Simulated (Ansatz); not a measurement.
Geometry optimisation, Ansatz, RKS PBE-D4/def2-SVP.

Input:

```yaml
crystal:
  periodic: [false, false, false]
  atoms:
    - { symbol: Al, position_ang: [-0.047034, 0.11788, 0.000119] }
    - { symbol: F, position_ang: [-0.181467, 0.413386, 1.650549] }
    - { symbol: F, position_ang: [1.467946, -0.066252, -0.666085] }
    - { symbol: Cl, position_ang: [-1.736817, 0.228352, -1.218784] }
    - { symbol: P, position_ang: [-0.256966, -3.070741, 1.354577] }
    - { symbol: H, position_ang: [-0.948975, -2.765507, 0.121498] }
    - { symbol: H, position_ang: [1.04618, -2.943629, 0.750651] }
    - { symbol: H, position_ang: [-0.275567, -1.707489, 1.794975] }
basis:
  gaussian: { orbitals: def2-SVP }
hamiltonian:
  xc: pbe
  dispersion: d4
relax:
  f_tol: 0.03
  max_steps: 50
output:
  orbitals: {}
```

Launched with:

```bash
$ ansatz run input.yaml --threads 2 --pin off --max-ram 3072MiB --backend cpu --events-out ev --progress --plain --runs-dir out
```

Problem. Where does it end, and by what steps?

Solution. The run converged. After 12 steps the energy has fallen by 0.145 eV; H7 moved furthest, 0.56 Å.

```
step  energy less start (eV)  largest force component (eV/Å)  accepted
   0                  0.0000                           0.336       yes
   1                  0.0024                           0.968        no
   2                 -0.0358                           0.514       yes
   3                 -0.0621                           0.520       yes
   4                 -0.1079                           0.415       yes
   5                 -0.1246                           0.277       yes
   6                 -0.1297                           0.512       yes
   7                 -0.1381                           0.184       yes
   8                 -0.1431                           0.070       yes
   9                 -0.1405                           0.141        no
  10                 -0.1440                           0.034       yes
  11                 -0.1446                           0.033       yes
  12                 -0.1447                           0.009       yes
```

```xyz
8
Properties=species:S:1:pos:R:3
Al -0.040 -0.216 0.113
F -0.210 0.488 1.625
F 1.509 -0.401 -0.502
Cl -1.649 -0.086 -1.237
P -0.189 -2.944 1.133
H -1.083 -2.359 0.156
H 1.000 -2.462 0.473
H -0.270 -1.815 2.025
```

Whether the end is a true minimum wasn't checked by a vibrational analysis.

The run took 28 s on 2 threads of Arm Neoverse V1 (shared host), peak memory 0.15 GiB.
